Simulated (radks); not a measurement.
The mean radii <r> (bohr) of the occupied orbitals of an atom or ion are listed with their occupations. Calculated with a radial shooting solver on a logarithmic mesh with Libxc functionals: non-relativistic Kohn-Sham, PBE, spin-unpolarised, spherical densities, point nucleus.

| orbital | occ. | <r> |
|---|---|---|
| 1s | 2 | 0.1765 |
| 2s | 2 | 0.9627 |
| 2p | 4 | 0.9834 |

Name the element and its charge.

Answer. Z = 9, fluorine, charge +1: F+ in [He] 2s2 2p4. The 1s radius gives Z: for a bare nucleus <r> = 1.5/Z, 0.1667 bohr for Z = 9, and screening makes it slightly larger (0.1765 here). The occupations add up to 8, and the charge is Z minus that.
